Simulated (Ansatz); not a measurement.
Reaction (formal exchange of groups at a Ge–C bond): `N[CH2][GeH3]` + `[Cl][GeH2][Cl]` → `[Cl][GeH]([Cl])[GeH3]` + CH₃NH₂

Isolated molecules relaxed with PBE0-D4/def2-TZVP in Ansatz; ΔE leaves out vibrations. CBS: MP2 limit from def2 TZ/QZ plus the TZ coupled-cluster correction, frozen cores. DFT in def2-TZVPP. For Ge outer-core shells are correlated without core-valence functions, which leaves a few kJ/mol of doubt a bond. Scalar relativity is left out up to krypton. Each species was taken in one conformer, which may not be the lowest.

`N[CH2][GeH3]`:

Z-matrix (Å, degrees):
```
C
Ge 1 1.966
N 1 1.455 2 109.9
H 1 1.093 2 106.8 3 118.0
H 1 1.100 2 108.8 3 -126.9
H 2 1.540 1 110.4 3 173.0
H 2 1.542 1 108.9 3 53.8
H 2 1.536 1 110.6 3 -65.7
H 3 1.013 1 111.1 2 176.9
H 3 1.012 1 111.0 2 -64.1
```

`[Cl][GeH2][Cl]`:

Z-matrix (Å, degrees):
```
Ge
Cl 1 2.140
Cl 1 2.140 2 108.2
H 1 1.528 2 108.2 3 116.9
H 1 1.528 2 108.2 3 -116.9
```

`[Cl][GeH]([Cl])[GeH3]`:

Cartesian coordinates in Å:
```
Cl -0.228 -2.683 0.063
Ge -0.929 -0.647 -0.001
Cl -1.849 -0.350 -1.927
Ge 0.980 0.836 0.181
H -2.055 -0.543 1.037
H 0.486 2.285 0.087
H 1.663 0.592 1.533
H 1.931 0.510 -0.974
```

CH₃NH₂:

```xyz
7

C    -0.476    0.010    0.310
N     0.885   -0.060   -0.193
H    -1.253    0.165   -0.453
H    -0.553    0.824    1.034
H    -0.713   -0.914    0.843
H     1.129    0.791   -0.682
H     0.981   -0.816   -0.859
```

```
                species  BLYP energy (Eh)
         `N[CH2][GeH3]`       -2174.09256
       `[Cl][GeH2][Cl]`       -2998.75731
`[Cl][GeH]([Cl])[GeH3]`       -5077.02452
                 CH₃NH₂         -95.85033
```

(1) Work out ΔE.

Largest T1 diagnostic among the species: 0.011.

## Answers

(1) ΔE = (-5077.02452) + (-95.85033) − (-2174.09256) − (-2998.75731) = -0.02498 Eh = -15.7 kcal/mol. CCSD(T)/CBS gives -14.0 kcal/mol.

At CCSD(T), def2-SVP lies +1.3 kcal/mol from the extrapolated value and def2-TZVPP +0.5 kcal/mol. From BLYP to BHLYP (50 % exact exchange), in def2-TZVPP and without D4, ΔE moves by +1.1 kcal/mol.
